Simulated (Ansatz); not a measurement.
Reaction (redistribution): `CN[SiH](C)F` + `CCOB(C)Cl` → `CCO[SiH](C)F` + `CNB(C)Cl`

Calculated with Ansatz (gas phase, PBE0-D4/def2-TZVP geometries, no zero-point term in ΔE). CBS: MP2 limit from def2 TZ/QZ plus the TZ coupled-cluster correction, frozen cores. Functionals use def2-TZVPP. B3LYP here is the variant with VWN-RPA as its local correlation; programs differ in this. One conformer a species, not always the lowest.

`CN[SiH](C)F`:

```xyz
13

C    -0.062    1.813   -0.260
N    -0.770    0.617   -0.664
Si   -0.220   -0.984   -0.522
C     0.535   -1.302    1.141
F     0.917   -1.365   -1.599
H     0.667    1.567    0.515
H    -0.746    2.552    0.167
H     0.484    2.288   -1.083
H    -1.515    0.794   -1.319
H    -1.378   -1.854   -0.839
H     1.417   -0.678    1.307
H     0.854   -2.344    1.215
H    -0.182   -1.103    1.941
```

`CCOB(C)Cl`:

```xyz
14

C     1.450   -0.991    1.258
C    -0.030   -1.075    0.978
O    -0.510    0.146    0.425
B    -0.594    0.433   -0.881
C    -1.113    1.822   -1.362
Cl   -0.110   -0.780   -2.105
H     1.672   -0.149    1.917
H     1.791   -1.908    1.742
H     2.012   -0.865    0.330
H    -0.593   -1.225    1.902
H    -0.253   -1.902    0.300
H    -1.984    1.701   -2.013
H    -0.353    2.326   -1.965
H    -1.385    2.468   -0.526
```

`CCO[SiH](C)F`:

```xyz
15

C     1.208    1.100    1.918
C     0.923    0.224    0.724
O    -0.063    0.843   -0.084
Si   -0.733    0.216   -1.429
C    -1.447   -1.472   -1.168
F     0.385    0.082   -2.571
H     0.303    1.246    2.512
H     1.969    0.640    2.553
H     1.569    2.078    1.596
H     0.571   -0.762    1.053
H     1.836    0.070    0.137
H    -1.721    1.214   -1.886
H    -2.211   -1.453   -0.386
H    -0.677   -2.192   -0.879
H    -1.912   -1.834   -2.089
```

`CNB(C)Cl`:

Z-matrix (Å, degrees):
```
C
N 1 1.444
H 1 1.088 2 109.4
H 1 1.094 2 111.3 3 119.6
H 1 1.094 2 111.3 3 -119.6
B 2 1.389 1 129.4 3 0.4
H 2 1.008 1 114.1 3 -179.7
Cl 6 1.788 2 118.9 1 -0.0
C 6 1.565 2 122.8 1 180.0
H 9 1.093 6 113.2 2 0.2
H 9 1.094 6 110.5 2 121.6
H 9 1.094 6 110.5 2 -121.2
```

(1) Is it downhill or uphill in electronic energy at CCSD(T)/CBS, and by how much? (Best estimate.)

(2) What do these levels give: PBE-D4, r2SCAN-D4, PBE0-D4, B3LYP-D4, ωB97M-V, r2SCAN, PBE0, MP2/def2-TZVPP, SCS-MP2/def2-TZVPP, CCSD/def2-TZVPP, CCSD(T)/def2-TZVPP, SCS-MP2/def2-QZVPP? (Estimate.)

Largest T1 diagnostic among the species: 0.011.

Answers

(1) Ansatz gave: Downhill: ΔE = -35.7 kJ/mol.

(2) Computed: PBE-D4 -33.0, r2SCAN-D4 -35.2, PBE0-D4 -34.7, B3LYP-D4 -35.2, ωB97M-V -34.0, r2SCAN -35.5, PBE0 -35.7, MP2/def2-TZVPP -36.1, SCS-MP2/def2-TZVPP -36.8, CCSD/def2-TZVPP -36.3, CCSD(T)/def2-TZVPP -35.4, SCS-MP2/def2-QZVPP -37.1 kJ/mol.
